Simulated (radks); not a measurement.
Question: All-electron atom: the neodymium ion Nd26+ in [Ar] 3d9 4s2 4p4 4d1 (not the ground configuration). Method: Dirac Kohn-Sham, PBEsol, spin-unpolarised, spherical densities, finite nucleus; open shells fill j = l - 1/2 first; Fermi nuclear charge, rms radius 4.9123 fm; computed with a radial shooting solver on a logarithmic mesh with Libxc functionals. Some entries of the table are withheld. Estimate them.

orbital,occ.,eigenvalue (Ry),<r> (bohr),<r^2> (bohr^2)
1s1/2,2,-3252.160,0.02364,0.0007604
2s1/2,2,-581.3016,0.1004,0.01194
2p1/2,2,-553.8600,0.08411,0.008724
2p3/2,4,-515.5705,0.09049,0.009965
3s1/2,2,-173.6502,(1),0.07844
3p1/2,2,-162.0967,0.2511,0.07316
3p3/2,4,-154.1404,0.2628,0.07993
3d3/2,4,(2),0.2329,0.06364
3d5/2,5,(3),0.2366,0.06551
4s1/2,2,-75.37268,0.5458,0.3345
4p1/2,2,-70.68362,(4),0.3390
4p3/2,2,-68.38090,(5),0.3613
4d3/2,1,-60.65190,0.5628,0.3619
4d5/2,0,-60.16342,0.5680,0.3683

Answer: 
(1) 3s1/2 <r> (bohr): 0.2620
(2) 3d3/2 eigenvalue (Ry): -134.3955
(3) 3d5/2 eigenvalue (Ry): -132.6425
(4) 4p1/2 <r> (bohr): 0.5476
(5) 4p3/2 <r> (bohr): 0.5656
